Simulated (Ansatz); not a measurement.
Harmonic frequencies (cm⁻¹) at PBE0-D4/def2-TZVP from Ansatz: 41, 41, 191, 192, 203, 220, 220, 513, 643, 643, 746, 806, 806, 1489, 2364.

Each molecule was computed in one conformer, which needn't be the lowest.

Problem. Which molecule is it?
A. `C#[C][Ti]([Cl])([Cl])[Cl]`
B. `[NH2][Ti]([F])([F])[Cl]`
C. `[OH][Ti]([SH])([Cl])[Cl]`
D. `O=C=[N][Ti]([F])([F])[F]`

Solution. D.
